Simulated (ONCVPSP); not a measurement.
**Scattering properties, ONCV potential for C (Z = 6)**

ONCVPSP 4.0.1 input, shortened (lines: element, Z, core and valence counts, functional; n l f; lmax; l rc ep ncon nbas qcut; lloc lpopt rc5 dvloc0; l nproj debl; icmod fcfact rcfact), LDA (Perdew-Wang 92), scalar-relativistic:

```
  C 6.00    1    2  -001012      upf
    1    0    2.00
    2    0    2.00
    2    1    2.00
    1
    0    0.85    0.00    3    7    6.90
    1    1.75    0.00    3    8    9.50
    0    5    0.85    0.00
    0    0    3.90
    1    2    2.40
    3    3.25    1.75
```

The phase is arctan(r·R′/R) of the radial function R(r), unwrapped; energies in Ha, scanned from -2 to 5 Ha. A pole is an energy at which the radial function vanishes at the test radius. The pseudo phase is shifted by a multiple of π to meet the all-electron one at the reference energy, and phase errors are pseudo minus all-electron; the curves can meet again beyond the range given. Levels narrower than the energy grid can be missing from the lists of poles.

For each channel, where are the poles, and over which energies does the pseudopotential scatter like the atom?

```csv
channel,radius (bohr),reference energy (Ha),"poles, all-electron","poles, pseudo",unbroken range about the reference energy with phases within 0.05 rad,phase error 1 Ha above the reference energy (rad)
s,0.86,-0.50,none,none,the whole range,-0.006
p,1.78,-0.20,0.56,0.56,the whole range,+0.000
```

Phases in the p channel:

```
E (Ha)  all-electron  pseudo
 -1.98         1.126   1.126
 -1.80         1.086   1.086
 -1.62         1.035   1.035
 -1.44         0.967   0.967
 -1.26         0.873   0.874
 -1.08         0.736   0.736
 -0.90         0.523   0.523
 -0.72         0.188   0.188
 -0.54        -0.272  -0.272
 -0.36        -0.720  -0.720
 -0.18        -1.039  -1.039
  0.00        -1.244  -1.244
  0.18        -1.382  -1.382
  0.36        -1.483  -1.483
  0.54        -1.563  -1.563
  0.72        -1.633  -1.632
  0.90        -1.697  -1.697
  1.08        -1.762  -1.762
  1.26        -1.834  -1.834
  1.44        -1.919  -1.919
  1.62        -2.029  -2.029
  1.80        -2.181  -2.181
  1.98        -2.409  -2.409
  2.16        -2.754  -2.754
  2.34        -3.207  -3.206
  2.52        -3.633  -3.633
  2.70        -3.934  -3.933
  2.88        -4.128  -4.127
  3.06        -4.256  -4.256
  3.24        -4.346  -4.345
  3.42        -4.412  -4.411
  3.60        -4.463  -4.462
  3.78        -4.504  -4.503
  3.96        -4.537  -4.536
  4.14        -4.565  -4.564
  4.32        -4.590  -4.588
  4.50        -4.611  -4.609
  4.68        -4.630  -4.628
  4.86        -4.647  -4.645
```
